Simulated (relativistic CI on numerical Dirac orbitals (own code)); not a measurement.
## One change at a time: Nb¹⁹⁺

Base calculation: Dirac-Coulomb-Breit CI, orbitals from a KLI potential per configuration, a model potential for QED, unscaled Slater integrals.

Configurations in the expansion (outside the closed core [Ne]): 3s²3p⁶3d⁴, 3s²3p⁵3d⁵, 3s3p⁶3d⁵, 3s²3p⁶3d³4s, 3s²3p⁶3d³4p, 3s²3p⁶3d³4d, 3s²3p⁶3d³4f, 3s²3p⁵3d⁴4s, 3s²3p⁵3d⁴4p, 3s²3p⁶3d²4s4p, 3s²3p⁶3d³5s, 3s²3p⁶3d³5p, 3s3p⁶3d⁴4s, 3s²3p⁶3d³5d, 3s²3p⁶3d²4p4d, 3s²3p⁶3d³5g, 3s²3p⁶3d³6s, 3s3p⁶3d⁴4d, 3s²3p⁶3d³6d, 3s3p⁶3d⁴5s, 3p⁶3d⁶, 3p⁵3d⁷, 3s²3p⁶3d²4s², 3s²3p⁶3d4s²4p, 3s²3p⁶3d4s²4d, 3s²3p⁶3d4s²4f, 3s²3p⁶3d²4p², 3s²3p⁶3d4s4p², 3s²3p⁶3d4p³, 3s²3p⁶3d4p²4d, 3s²3p⁶3d4p²4f, 3s²3p⁶3d²4s4d, 3s²3p⁶3d4s4p4d, 3s²3p⁶3d4s4d², 3s²3p⁶3d4s4d4f, 3p⁶3d⁵4s, 3p⁵3d⁶4s, 3s²3p⁶3d²4d², 3s²3p⁶3d4p4d², 3s²3p⁶3d4d³, 3s²3p⁶3d4d²4f, 3s3p⁶3d³4s², 3s3p⁶3d²4s²4p, 3s3p⁶3d²4s²4d, 3s3p⁶3d²4s²4f, 3p⁶3d⁴4s², 3p⁵3d⁵4s², 3p⁶3d³4s²4p, 3p⁶3d³4s²4d, 3p⁶3d³4s²4f. Double excitations out of closed p, d and f shells are left out; levels of such configurations are missing from the list, as are those of other unlisted configurations, and high levels can miss mixing partners. These lack a partner that the ground configuration has and come out too high: 3s²3p⁵3d⁴4p.

Variants: (1) Breit term removed; (2) one mean potential for all configurations. Shifts of the energy above 3s²3p⁶3d⁴ ⁵D0, in cm⁻¹, for the lowest level and the first level of each name with at least 55 % of one term (blank where a level changes its place among those of its configuration and J or its character, or is not in the variant):

```tsv
Level	Base	Δ(1)	Δ(2)
3s²3p⁶3d⁴ ⁵D0	0.0	0.0	0.0
3s²3p⁶3d⁴ ⁵D1	7455.8	+710.8	+11.1
3s²3p⁶3d⁴ ⁵D2	16144.8	+1511.2	+19.7
3s²3p⁶3d⁴ ⁵D3	24599.0	+2282.3	+25.2
3s²3p⁶3d⁴ ⁵D4	32336.3	+3077.1	+28.0
3s²3p⁶3d⁴ ³P0	69696.3	+362.9	-12.2
3s²3p⁶3d⁴ ³H4	76987.6	+1773.9	-6.5
3s²3p⁶3d⁴ ³H5	90602.8	+3140.4	+5.1
3s²3p⁶3d⁴ ³P1	92004.6	+1479.2	-4.4
3s²3p⁶3d⁴ ³G3	92077.9	+1604.4	-5.8
3s²3p⁶3d⁴ ³F2	95968.8	+1557.1	-7.0
3s²3p⁶3d⁴ ³H6	97318.8	+4322.8	+9.6
3s²3p⁶3d⁴ ³P2	113890.6	+2528.5	-0.9
3s²3p⁶3d⁴ ³F3	118190.8	+2803.5	+8.6
```

At this charge energies of transitions that change n are usually good to better than 1 %, and those within a shell (Δn = 0) to a few per cent. Terms inside the open d or f shell come out 10 to 20 % too wide with unscaled integrals.

Ionisation energy from the two ground configurations alone: base 815.796 eV; Breit term removed 816.035 eV. The NIST ASD value (theoretical) is 816 eV.

LS names give the leading component of a level, which can be under half, so a name can repeat, a term be missing and a line seem to break the LS rules.
